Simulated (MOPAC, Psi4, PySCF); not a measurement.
Two rigid molecules brought together: CH2O ··· O2S (SMILES C=O and O=S=O). Monomers: optimised at B3LYP-D3(BJ) (def2-TZVP), held rigid. Orientation: lowest of the rigid-body minima from ten starts at GFN2-xTB. R is the distance of the centres of mass, along which the second monomer moves.

Levels of theory: PM6, restricted, heats of formation (MOPAC); RHF/6-31G* = restricted Hartree-Fock/6-31G*, spherical d, no counterpoise correction run with PySCF; RKS-B3LYP/LANL2DZ = restricted B3LYP/LANL2DZ, with its core potentials past Ne, no counterpoise correction in PySCF; SAPT0/jun-cc-pVDZ, frozen core (Psi4).

Interaction energies in kJ/mol; the last columns give the difference from SAPT0:

| R / Å | PM6 | RHF/6-31G* | RKS-B3LYP/LANL2DZ | SAPT0/jun-cc-pVDZ | PM6 − SAPT0/jun-cc-pVDZ | RHF/6-31G* − SAPT0/jun-cc-pVDZ | RKS-B3LYP/LANL2DZ − SAPT0/jun-cc-pVDZ |
|---|---|---|---|---|---|---|---|
| 2.23 | -7.11 | 71.05 | 89.49 | 27.23 | -34.35 | 43.82 | 62.25 |
| 2.43 | -33.68 | 19.70 | 16.83 | -5.43 | -28.26 | 25.13 | 22.26 |
| 2.61 | -35.37 | -5.19 | -13.30 | -20.06 | -15.32 | 14.87 | 6.76 |
| 2.77 | -30.74 | -16.65 | -24.60 | -25.84 | -4.90 | 9.19 | 1.24 |
| 2.98 | -23.37 | -22.50 | -28.07 | -27.29 | 3.91 | 4.79 | -0.78 |
| 3.34 | -14.67 | -21.46 | -22.93 | -22.80 | 8.13 | 1.34 | -0.13 |
| 3.62 | -11.18 | -17.75 | -17.45 | -18.13 | 6.95 | 0.39 | 0.68 |
| 4.12 | -7.73 | -11.11 | -10.36 | -11.56 | 3.83 | 0.45 | 1.20 |
| 4.78 | -4.99 | -5.74 | -5.66 | -6.60 | 1.61 | 0.86 | 0.95 |
| 5.81 | -2.77 | -2.70 | -2.80 | -3.18 | 0.41 | 0.48 | 0.38 |
| 7.10 | -1.50 | -1.35 | -1.42 | -1.55 | 0.05 | 0.19 | 0.13 |

PM6 is furthest from SAPT0/jun-cc-pVDZ at 2.23 (-34.35 kJ/mol, below); its mean absolute difference over the points is 9.79 kJ/mol.

RHF/6-31G* is furthest from SAPT0/jun-cc-pVDZ at 2.23 (43.82 kJ/mol, above); its mean absolute difference over the points is 9.23 kJ/mol.

RKS-B3LYP/LANL2DZ is furthest from SAPT0/jun-cc-pVDZ at 2.23 (62.25 kJ/mol, above); its mean absolute difference over the points is 8.80 kJ/mol.
